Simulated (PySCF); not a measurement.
# ZnCl: energy against distance

Set-up: PySCF, scalar-relativistic core potentials, basis sets Zn cc-pVDZ-PP with ECP10, Cl cc-pV(D+d)Z. Energies in eV from Zn + Cl in their ground configurations at the same level. State: ²Σ⁺ (doublet), unpaired electrons σ ↑.

| R (Å) | PBE0 |
| --- | --- |
| 1.850 | -1.403 |
| 1.936 | -1.893 |
| 2.022 | -2.152 |
| 2.087 | -2.239 |
| 2.151 | -2.259 |
| 2.216 | -2.230 |
| 2.302 | -2.137 |
| 2.409 | -1.966 |
| 2.538 | -1.722 |
| 2.710 | -1.389 |

Question: Put a parabola through the three lowest points of the PBE0 curve and estimate Re, k and ωe (reduced mass 22.6 u; 1 eV/Å² = 0.16022 mdyn/Å; ωe = 1302.8·√(k/μ) cm⁻¹).

Answer: Through R = 2.087, 2.151, 2.216 Å the second-order coefficient is 5.88 eV/Å², so Re ≈ 2.146 Å, k ≈ 1.88 mdyn/Å and ωe ≈ 376 cm⁻¹. A polynomial fit of higher order to the unrounded PBE0 energies gives Re = 2.142 Å, k = 1.97 mdyn/Å, ωe = 385 cm⁻¹; anharmonicity and rounding make the difference.

The higher-order fit for each curve: PBE0: Re = 2.142 Å, ωe = 385 cm⁻¹, De = 2.26 eV.

The state is the lowest determinant that a PBE0 search found; another state may lie lower at other levels.
